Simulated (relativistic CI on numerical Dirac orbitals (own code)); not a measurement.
# d2 in a ligand field

Computed with a parametric ligand-field model of a d^n configuration (Racah B and C, spin-orbit zeta, crystal field), exact diagonalisation.

Field parameters in Wybourne normalisation: Oh B⁴₀ = 21Dq, B⁴₄ = √(5/14) B⁴₀. The field is a parameter set, without covalency.

B = 780 cm⁻¹, C = 3150 cm⁻¹ (C/B = 4.04), Oh, no spin-orbit coupling. Tanabe-Sugano data, E/B above the lowest term (Δ = |10Dq|; b, c mark the second and third term of a kind):

| Δ/B | 3T1 | 3T2 | 3A2 | 1T2 | 1E | 1A1 |
| --- | --- | --- | --- | --- | --- | --- |
| 1.0 | 0.00 | 0.81 | 1.81 | 13.42 | 13.89 | 21.05 |
| 3.0 | 0.00 | 2.49 | 5.49 | 13.96 | 14.79 | 22.87 |
| 5.0 | 0.00 | 4.22 | 9.22 | 14.30 | 15.12 | 24.47 |
| 7.0 | 0.00 | 6.00 | 13.00 | 14.49 | 15.21 | 25.86 |
| 9.0 | 0.00 | 7.82 | 16.82 | 14.60 | 15.21 | 27.04 |
| 11.0 | 0.00 | 9.66 | 20.66 | 14.66 | 15.18 | 28.03 |
| 13.0 | 0.00 | 11.53 | 24.53 | 14.68 | 15.14 | 28.86 |
| 15.0 | 0.00 | 13.42 | 28.42 | 14.68 | 15.09 | 29.55 |
| 17.0 | 0.00 | 15.32 | 32.32 | 14.68 | 15.04 | 30.14 |
| 19.0 | 0.00 | 17.23 | 36.23 | 14.66 | 14.99 | 30.63 |
| 21.0 | 0.00 | 19.16 | 40.16 | 14.65 | 14.94 | 31.05 |
| 23.0 | 0.00 | 21.09 | 44.09 | 14.63 | 14.90 | 31.40 |
| 25.0 | 0.00 | 23.03 | 48.03 | 14.61 | 14.86 | 31.71 |
| 27.0 | 0.00 | 24.97 | 51.97 | 14.60 | 14.83 | 31.97 |
| 29.0 | 0.00 | 26.92 | 55.92 | 14.58 | 14.79 | 32.20 |
| 31.0 | 0.00 | 28.88 | 59.88 | 14.56 | 14.76 | 32.40 |
| 33.0 | 0.00 | 30.84 | 63.84 | 14.55 | 14.73 | 32.58 |
| 35.0 | 0.00 | 32.80 | 67.80 | 14.53 | 14.71 | 32.74 |
| 37.0 | 0.00 | 34.77 | 71.77 | 14.52 | 14.68 | 32.88 |
| 39.0 | 0.00 | 36.74 | 75.74 | 14.50 | 14.66 | 33.01 |
| 41.0 | 0.00 | 38.71 | 79.71 | 14.49 | 14.64 | 33.12 |
| 43.0 | 0.00 | 40.68 | 83.68 | 14.48 | 14.62 | 33.23 |
| 45.0 | 0.00 | 42.66 | 87.66 | 14.46 | 14.60 | 33.32 |
| 47.0 | 0.00 | 44.64 | 91.64 | 14.45 | 14.58 | 33.41 |

The ground term stays 3T1.
